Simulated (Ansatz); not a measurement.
The cluster LiNbO3⁺. Charge 1, multiplicity 2. Geometry B3LYP-D4/def2-TZVP, that of the neutral singlet; atoms count from 1.

Cartesian coordinates in Å:
```
Li 0.579 -0.077 -1.179
Nb -0.856 0.368 0.896
O 1.084 -0.068 0.669
O 0.233 -1.212 0.325
O -1.040 0.989 -0.711
```

In the def2 sets Nb takes a core potential; there is no spin–orbit coupling. The structure holds one bond between oxygen atoms, so isomers without such links may lie far lower. The structure comes from a short search, and lower isomers may exist.

Estimate the Mulliken populations from the PBE0/def2-TZVP orbitals of Ansatz.


| atom | charge (e) | spin (α − β) | d electrons |
| --- | --- | --- | --- |
| Li1 | 0.87 | 0.00 | – |
| Nb2 | 1.44 | 1.12 | 3.09 |
| O3 | -0.37 | -0.02 | – |
| O4 | -0.37 | -0.02 | – |
| O5 | -0.57 | -0.08 | – |
Mulliken values and Mayer orders depend strongly on the basis.

Where does the spin sit?

Summed by element: Li 0.00, Nb 1.12, O -0.12, of 1 unpaired in all. Largest on single atoms: Nb2 1.12, O5 -0.08, O3 -0.02.

And the Mayer bond orders between bonded heavy atoms (over 0.3)?

Nb2–O3 0.89 (2.00 Å); Nb2–O4 0.89 (2.00 Å); Nb2–O5 2.02 (1.73 Å); O3–O4 0.84 (1.47 Å).
